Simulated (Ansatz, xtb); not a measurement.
**C6H5NOSi: which of two isomers lies lower**

Structure a is `N#CC1=C(C=O)[SiH2]C=C1`, a singlet and structure b is `N#C[SiH]1C=CC=C1C=O`, a singlet. Both are isolated molecules in the gas phase, relaxed with PBE-D3(BJ)/def2-SVP, each in the lowest conformer that the search found.

Quicker runs give these differences E(b) − E(a): GFN2-xTB +13.1 kcal/mol; HF/STO-3G −12.0 kcal/mol (at GFN2-xTB geometries); r2SCAN-D4/def2-SVP −7.1 kcal/mol (at GFN2-xTB geometries).

Task: Estimate E(b) − E(a) at the level CCSD(T)/def2-SVP + ΔMP2/def2-TZVPP.

Result: Calculated at CCSD(T)/def2-SVP + ΔMP2/def2-TZVPP: E(b) − E(a) = −11.0 kcal/mol, so structure b lies lower.

How the difference moves with the method:

```
                             level             geometry  E(b) − E(a) (kcal/mol)  departure from the last row (kcal/mol)  job, with rough time for the two
                          GFN2-xTB             GFN2-xTB                     +13.1                                   +24.1              optimisation, 0.23 s
                         HF/STO-3G             GFN2-xTB                     −12.0                                    −1.0              single point, 0.86 s
                r2SCAN-D4/def2-SVP             GFN2-xTB                      −7.1                                    +3.9               single point, 9.6 s
               PBE-D3(BJ)/def2-SVP  PBE-D3(BJ)/def2-SVP                      −5.8                                    +5.3                optimisation, 49 s
                       HF/def2-SVP  PBE-D3(BJ)/def2-SVP                     −12.2                                    −1.2           part of the CCSD(T) run
                      MP2/def2-SVP  PBE-D3(BJ)/def2-SVP                      −7.4                                    +3.6           part of the CCSD(T) run
                  CCSD(T)/def2-SVP  PBE-D3(BJ)/def2-SVP                      −8.2                                    +2.9                      single point
CCSD(T)/def2-SVP + ΔMP2/def2-TZVPP  PBE-D3(BJ)/def2-SVP                     −11.0                                                     single point, 4.5 min
```

As drawn, b has 1 C–Si, 1 C–H in place of 1 C–C, 1 Si–H.

GFN2-xTB puts the two in the other order. The largest departure from CCSD(T)/def2-SVP + ΔMP2/def2-TZVPP is that of GFN2-xTB, 24.1 kcal/mol. The last row adds to CCSD(T) the change of the MP2 difference between the two basis sets, here −2.9 kcal/mol.

With thermal terms from frequencies at re-optimised GFN2-xTB minima (ideal gas, soft modes damped towards free rotors, one conformer each, 298.15 K, 1 atm): on the last row, ΔE + ΔZPE = −9.7, ΔH = −9.6, ΔG = −9.9 kcal/mol.

The correlated steps freeze 13 core orbitals. Codes used: Ansatz 0.2.0, xtb 6.7.1; the last row on 2 threads of Arm Neoverse V1 on a shared host.
